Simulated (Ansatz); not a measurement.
## Ligand exchange: I2 + In(CH3)2(OH) → HOI + In(CH3)2I

Gas-phase species: I2 (iodine), singlet; In(CH3)2(OH), singlet; HOI (hypoiodous acid) `OI`, singlet; In(CH3)2I, singlet. The partners trade I for OH: I–I and In–OH bonds give way to I–OH and In–I.

Shapes, held fixed at every level: PBE0-D4/def2-TZVP. Programs: Ansatz 0.2.0. Electronic energies: no zero-point or thermal term.

```json
{"level": "HF/def2-TZVPP", "kind": "Hartree–Fock", "ΔE (kJ/mol)": "+19.7", "less CCSD(T)/def2-TZVPP": "-1.1"}
{"level": "SPW92/def2-TZVPP", "kind": "LDA", "ΔE (kJ/mol)": "+25.7", "less CCSD(T)/def2-TZVPP": "+4.9"}
{"level": "PBE-D4/def2-TZVPP", "kind": "GGA", "ΔE (kJ/mol)": "+25.2", "less CCSD(T)/def2-TZVPP": "+4.4"}
{"level": "B3LYP-D4/def2-TZVPP", "kind": "global hybrid", "ΔE (kJ/mol)": "+26.5", "less CCSD(T)/def2-TZVPP": "+5.7"}
{"level": "PBE0-D4/def2-TZVPP", "kind": "global hybrid", "ΔE (kJ/mol)": "+23.0", "less CCSD(T)/def2-TZVPP": "+2.2"}
{"level": "MP2/def2-SVP", "kind": "perturbation theory", "ΔE (kJ/mol)": "+25.6", "less CCSD(T)/def2-TZVPP": "+4.8"}
{"level": "CCSD(T)/def2-SVP", "kind": "coupled cluster or CI", "ΔE (kJ/mol)": "+24.1", "less CCSD(T)/def2-TZVPP": "+3.3"}
{"level": "CCSD(T)/def2-TZVPP", "kind": "coupled cluster or CI", "ΔE (kJ/mol)": "+20.8", "less CCSD(T)/def2-TZVPP": "0.0"}
```

The highest level, CCSD(T)/def2-TZVPP, gives ΔE = +20.8 kJ/mol; the levels span +19.7 to +26.5. The column of differences is taken from that level and isn't an error. No measured value is set beside it here. For atoms past krypton def2 sets carry core potentials with scalar relativity. Outer-core shells of I, In are correlated, in sets that cover them unevenly.
